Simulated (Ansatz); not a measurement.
## Relaxing a trial structure of ClFH2Si3+

The starting geometry of this gas-phase doublet was optimised with GFN2-xTB.

```
atom    x (Å)    y (Å)    z (Å)
  Cl   0.6256   1.7448   1.8281
   F   0.5632  -0.4518  -2.1397
  Si  -1.6233  -1.0019  -0.0887
  Si   0.3932  -1.6137  -1.0401
  Si  -1.0123   0.8649   1.0942
   H  -2.1455   1.6098   1.6471
   H   1.5549  -2.3991  -1.4674
```

Predict what becomes of its bonds when it is optimised with PBE0-D3(BJ)/def2-SVP.

A new bond forms, giving a structure with Cl1 bridging Si5 and Si4, given below by its coordinates. Contacts that close: Cl1–Si4 (4.42 → 2.36 Å).

The energy falls by 0.77 eV over 25 steps:

| step | E − E(last) (eV) |
| --- | --- |
| 1 | 0.768 |
| 4 | 0.318 |
| 6 | 0.263 |
| 9 | 0.152 |
| 12 | 0.067 |
| 14 | 0.008 |
| 17 | 0.004 |
| 20 | 0.001 |
| 22 | 0.000 |
| 25 | 0.000 |

Final geometry (Å):

```xyz
7

Cl    0.7696    1.0107    0.5260
F     0.7866   -0.3168   -2.2399
Si   -2.0205   -1.0945   -0.5051
Si    0.3588   -0.8925   -0.8100
Si   -1.2961    0.4611    1.0013
H    -1.6512    1.3692    2.1252
H     1.4087   -1.7843   -0.2639
```

Frequencies at the end are all real (lowest 47 cm⁻¹). Open shells are spin-unrestricted. Run with Ansatz 0.2.0, 2.1 min on 2 threads of Intel(R) Xeon(R) Platinum 8259CL CPU @ 2.50GHz (Skylake/Cascade Lake) (shared host).
